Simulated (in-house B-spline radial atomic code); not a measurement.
Computed with a B-spline radial atomic code. Model: two electrons, singlet ground state, non-relativistic, full CI in B-splines with partial waves to l = 8 (at full coupling up to 3e-4 hartree above the limit, correlation up to 0.6 % small), density held at that of full coupling by Lieb maximisation.

Along the adiabatic connection the electron repulsion is scaled by a coupling λ while a local potential keeps the density fixed. At λ = 0 the system is the Kohn-Sham one and W equals the exchange energy; the exchange-correlation energy is the area under W between 0 and 1. The kinetic energy rises with λ as the electrons avoid each other, with dT/dλ = −λ dW/dλ.

Command:
```bash
python run_ac.py task.json out
```
Settings (lengths in bohr, energies in hartree):
```
potential              gauss
strength               1.57
lmax                   8
second                 10.6
```

Cost of the run: 40 s on 1 thread of Intel(R) Xeon(R) Processor @ 2.30GHz, with other jobs on the host.

**W = mean repulsion less Hartree energy, and W of three functionals.**

Given: confinement Gaussian well; well depth 1.57 hartree; well width 10.6 bohr; external potential -V exp(-r^2/w^2).

Computed: LDA exchange minus exact 38.613 millihartree; PBE exchange minus exact 11.376 millihartree.

| coupling | W xc (hartree) | W xc minus exchange (millihartree) | kinetic minus Kohn-Sham (millihartree) | LDA (PW92) W minus its exchange (millihartree) | PBE W minus its exchange (millihartree) | SCAN W minus its exchange (millihartree) |
| --- | --- | --- | --- | --- | --- | --- |
| 0 | -0.26924 | 0 | 0 | 0 | 0 | 0 |
| 0.02 | ? | ? | ? | ? | ? | ? |
| 0.05 | -0.27412 | -4.88 | 0.12 | -17.19 | -7.57 | -4.48 |
| 0.12 | -0.28028 | -11.035 | 0.64 | -30.63 | -15.93 | -10.04 |
| 0.25 | -0.28995 | -20.704 | 2.41 | -47.42 | -27.94 | -18.85 |
| 0.4 | -0.29887 | -29.631 | 5.28 | -60.98 | -38.55 | -27.21 |
| 0.6 | -0.3081 | -38.852 | 9.85 | -74.19 | -49.47 | -36.21 |
| 0.8 | -0.31517 | -45.93 | 14.77 | -84.18 | -58.01 | -43.46 |
| 1 | ? | ? | ? | ? | ? | ? |
| 1.4 | -0.32905 | -59.805 | 29.62 | -104.17 | -75.7 | -58.62 |
| 2 | -0.33727 | -68.027 | 43.42 | -116.71 | -87.1 | -68.12 |
| 3 | -0.34562 | -76.376 | 63.91 | -130.27 | -99.61 | -77.84 |
| 4.5 | -0.35283 | -83.586 | 90.45 | -142.8 | -111.31 | -85.82 |
| 7 | -0.35947 | -90.228 | 127.78 | -155.08 | -122.89 | -92.34 |

(1) What belongs in the row 0.02?

(2) What belongs in the row 1?

(3) What is the SCAN exchange minus exact?

**Energy parts, natural occupations and partial-wave weights.**

Computed: total energy -2.3968 hartree; exchange energy -0.26924 hartree; correlation energy -0.031736 hartree; kinetic part of the DFT correlation energy 0.019787 hartree; kinetic part over minus potential part 0.38404; Hartree energy 0.53849 hartree; Kohn-Sham kinetic 0.17423 hartree.

| natural | occupation of the shell (electrons) |
| --- | --- |
| s | 1.8707 |
| p | ? |
| s | 0.00672 |
| d | 0.0012188 |
| p | 0.00033611 |
| f | 0.00013132 |

(4) What belongs in the row p?

```json
{"wave": "s", "weight": "0.93875"}
{"wave": "p", "weight": "?"}
{"wave": "d", "weight": "0.00063491"}
{"wave": "f", "weight": "7.2275e-05"}
{"wave": "g", "weight": "1.5439e-05"}
```

(5) What belongs in the row p?

(6) What is the Lieb Oxford ratio E_xc over LDA exchange?

(7) What is the initial slope twice GL2?

Results:

(1) W xc (hartree): -0.27125; W xc minus exchange (millihartree): -2.004; kinetic minus Kohn-Sham (millihartree): 0.02; LDA (PW92) W minus its exchange (millihartree): -8.9; PBE W minus its exchange (millihartree): -3.28; SCAN W minus its exchange (millihartree): -1.86.

(2) W xc (hartree): -0.32077; W xc minus exchange (millihartree): -51.523; kinetic minus Kohn-Sham (millihartree): 19.79; LDA (PW92) W minus its exchange (millihartree): -92.12; PBE W minus its exchange (millihartree): -64.96; SCAN W minus its exchange (millihartree): -49.41.

(3) 0.40817 millihartree.

(4) occupation of the shell (electrons): 0.12069.

(5) weight: 0.060524.

(6) 1.305.

(7) -0.10191 hartree.

Half-way to full coupling W has made 66 % of its drop, against 50 % for a straight line, and second-order (GL2) theory, half the initial slope, overshoots the correlation energy by about 61 %: correlation is strong. Over couplings 0 to 1 the errors in E_xc come to about +7.9 millihartree for LDA, +2.3 millihartree for PBE, +2.4 millihartree for SCAN. In LDA and PBE the errors of exchange and correlation have opposite signs, so the sum is smaller than the larger of the two.
